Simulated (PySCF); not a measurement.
Spin-rotation constants: `O(/C(=C\C)CC)CC`, C₇H₁₄O

Geometry:
| atom | x (Å) | y (Å) | z (Å) |
| --- | --- | --- | --- |
| C1 | -1.162 | -1.774 | -2.003 |
| C2 | -0.270 | -1.806 | -0.805 |
| C3 | 0.035 | -0.748 | -0.055 |
| C4 | 0.982 | -0.850 | 1.113 |
| C5 | 2.369 | -0.324 | 0.736 |
| O6 | -0.454 | 0.483 | -0.425 |
| C7 | -0.633 | 1.483 | 0.555 |
| C8 | -1.318 | 2.662 | -0.120 |
| H9 | -1.928 | -2.546 | -1.925 |
| H10 | -1.636 | -0.802 | -2.091 |
| H11 | -0.588 | -1.966 | -2.910 |
| H12 | 0.170 | -2.760 | -0.557 |
| H13 | 0.600 | -0.299 | 1.974 |
| H14 | 1.061 | -1.899 | 1.399 |
| H15 | 2.321 | 0.720 | 0.436 |
| H16 | 3.051 | -0.412 | 1.578 |
| H17 | 2.768 | -0.896 | -0.099 |
| H18 | -1.258 | 1.106 | 1.378 |
| H19 | 0.331 | 1.807 | 0.970 |
| H20 | -1.454 | 3.470 | 0.593 |
| H21 | -2.287 | 2.358 | -0.506 |
| H22 | -0.711 | 3.013 | -0.950 |

Computed, not measured: GIAO PBE0/pcSseg-1 magnetisability, rotational g tensor and spin-rotation constants, non-relativistic, gas phase in PySCF 2.14.0. Geometry: GFN2-xTB.

Q: Give the nuclear spin-rotation constants along the inertial axes (H = +C I·J) beside the isotropic shieldings.

A: Rotational constants 2.0423, 1.5874, 0.9800 GHz. A star marks the isotopologue with that one atom substituted, in its own axes.
```csv
atom,isotope,Caa (kHz),Cbb (kHz),Ccc (kHz),mean (kHz),σ (ppm)
H9,1H,-0.166,-0.094,-0.049,-0.103,30.4
H10,1H,0.042,-0.133,-0.103,-0.065,29.2
H11,1H,-0.157,-0.165,-0.009,-0.110,30.3
H12,1H,0.131,-0.146,-0.104,-0.040,27.1
H13,1H,-0.070,-0.143,-0.052,-0.088,29.3
H14,1H,0.012,-0.166,-0.084,-0.080,29.8
H15,1H,-0.016,-0.172,-0.077,-0.089,30.5
H16,1H,-0.222,0.022,-0.101,-0.101,30.6
H17,1H,-0.085,-0.160,-0.057,-0.101,30.8
H18,1H,-0.201,-0.169,0.049,-0.107,28.1
H19,1H,-0.198,0.058,-0.085,-0.075,27.7
H20,1H,-0.021,-0.144,-0.099,-0.088,30.7
H21,1H,-0.217,0.026,-0.099,-0.097,30.1
H22,1H,-0.218,-0.181,0.028,-0.123,30.2
C1,13C*,0.314,0.202,0.117,0.211,173.9
C2,13C*,0.709,0.495,0.174,0.459,79.2
C3,13C*,0.860,0.665,0.249,0.591,22.8
C4,13C*,0.338,0.231,0.165,0.245,156.8
C5,13C*,0.314,0.213,0.133,0.220,168.7
O6,17O*,-0.339,-0.274,-0.092,-0.235,221.5
C7,13C*,0.389,0.354,0.215,0.320,122.2
C8,13C*,0.269,0.224,0.146,0.213,168.9
```
For the geometry as given, no vibrational averaging.

Q: How do the rotational constants and the g tensor change when H9, H10, H11, H12, H13, H14, H15, H16, H17, H18, H19, H20, H21, H22 are replaced by deuterium?

A: Constants 1.6203, 1.2900, 0.8026 GHz; g -0.0096, -0.0013, 0.0005, against -0.0120, -0.0016, 0.0006 before.
